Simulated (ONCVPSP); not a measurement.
## Which change was made? (Ir, ONCV)

```json
{"Element": "iridium (Ir)", "Generator": "ONCVPSP 4.0.1", "Type": "optimised norm-conserving Vanderbilt (ONCV)", "Functional": "PBEsol", "Relativity": "scalar-relativistic", "Frozen core": "[Kr] 4d10 4f14", "Valence charge": "17", "Reference configuration": "5s2 5p6 5d7 6s2", "Partial waves": "5s+6s: rc 1.85 bohr, ncon 4, nbas 7, qcut 5 1/bohr, 2 projectors; 5p: rc 1.85 bohr, ncon 3, nbas 7, qcut 5.8 1/bohr, 1 projector; 5d: rc 1.85 bohr, ncon 3, nbas 8, qcut 9.5 1/bohr, local; f scattering state at 0.32 Ha: rc 2.30 bohr, ncon 5, nbas 10, qcut 5.3 1/bohr, 1 projector", "Local potential": "the d channel", "Core correction": "polynomial model core, fcfact 0.15"}
```

Cutoffs, loose and tight: the cutoffs (Ha) at which the residual kinetic energy of the hardest occupied pseudo-wave falls to 1 and 0.1 mHa per electron. They do not see the model core or the augmentation charge, which bear on the density cutoff. Test errors are all-electron minus pseudo excitation energies from the reference, over the configurations 5s2 5p6 5d7 6s1; 5s2 5p6 5d7 6s0; 5s2 5p6 5d6 6s0; 5s2 5p6 5d7 6s1 6p1; variants that change the core or the reference have their own tests. The largest error is taken over the tests solved by every variant that gives reliable tests at all, those not shown here included: 5s2 5p6 5d6 6s0; 5s2 5p6 5d7 6s0; 5s2 5p6 5d7 6s1.

The base gives: outcome: generated; cutoff, loose: 19 Ha; cutoff, tight: 40 Ha; bound ghosts: none; GHOST(+) flags above zero: none; largest test error (meV): -27.

Q: After one change the result is: outcome: failed: test_data: rc < rc(lloc) for l = 1. Not allowed.. Which change was it?
A. p: rc 1.46
B. p: ncon 4, nbas 8
C. d: nproj 1; local potential polynomial inside 1.80 bohr (lpopt 1, dvloc0 4 Ha)

A: A. The others give: d: nproj 1; local potential polynomial inside 1.80 bohr (lpopt 1, dvloc0 4 Ha) → outcome: generated; cutoff, loose: 19 Ha; cutoff, tight: 40 Ha; bound ghosts: none; GHOST(+) flags above zero: none; largest test error (meV): -41 | p: ncon 4, nbas 8 → outcome: generated; cutoff, loose: 19 Ha; cutoff, tight: 40 Ha; bound ghosts: none; GHOST(+) flags above zero: none; largest test error (meV): -27.
